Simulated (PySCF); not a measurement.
# How methods differ on the excitation energy of Pm⁺

Pm⁺ [Xe] 4f5 6s1 (high-spin determinant) → Pm⁺ [Xe] 4f5 5d1 (high-spin determinant), as a difference of total energies. All numbers are calculated (PySCF 2.14, scalar relativity by spin-free X2C-1e, in ANO-RCC-VTZP (8s7p5d3f2g1h, 104 functions)). The calculations carry no spin-orbit coupling.

```json
{"method": "PBE", "excitation energy (eV)": "0.825"}
{"method": "PBE0", "excitation energy (eV)": "0.773"}
{"method": "r2SCAN", "excitation energy (eV)": "0.676"}
```

The determinant of the upper state and of the lower state mixes LS terms, which raises its energy above the lowest term, most at the Hartree-Fock and MP2 levels.
